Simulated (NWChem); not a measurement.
Species: CH5FGeO; SMILES C[O][GeH2][F]

```xyz
9

Ge    -0.3181     0.5046    -0.0078
F      1.2711     1.2352    -0.0595
O     -0.2010    -1.1642    -0.6130
C      0.4763    -2.1354     0.1797
H     -1.2224     1.2550    -1.0019
H     -0.7392     0.5051     1.4839
H      1.5653    -2.0157     0.1153
H      0.1782    -2.0880     1.2377
H      0.2094    -3.1232    -0.2090
```
Atoms are numbered in this order, from 1.

All runs: NWChem. Geometry: optimised at B3LYP/6-31G* (spherical d). Level: PBE0/def2-SVPD; rows give the wavelength of the field.

**Question.** Order these by “anisotropy (bohr³)”, lowest first: static; 589 nm; 400 nm.

**Answer.** static (10.9), 589 nm (11.4), 400 nm (12.1)
